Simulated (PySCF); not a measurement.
NbO, SMILES [O]=[Nb] (connectivity only; charge and spin as stated), neutral, multiplicity 4. Coordinates come from a PBE-D3(BJ)/def2-TZVPD optimisation. The spin state was assumed, not searched. The def2 effective core potentials stand for the cores of Nb; spin–orbit coupling is left out.

Level of theory: PBE-D3(BJ)/def2-TZVPD (PySCF).

Harmonic wavenumbers (cm⁻¹): 996. Rotational constants (GHz): 12.90 (linear); symmetry number 1.

Q: Work out the zero-point energy and the ideal-gas rigid-rotor harmonic-oscillator thermochemistry at 298.15 K and 1 atm.

A: ZPE = ½ Σ hcν = ½ × 996 cm⁻¹ = 1.42 kcal/mol. H − E(el) = 3.52 kcal/mol. Entropy in cal/(mol K): translation 39.97, rotation 14.26, vibration 0.10, spin 2.75, total 57.08. G − E(el) = -13.50 kcal/mol. Cp = 7.34 cal/(mol K).
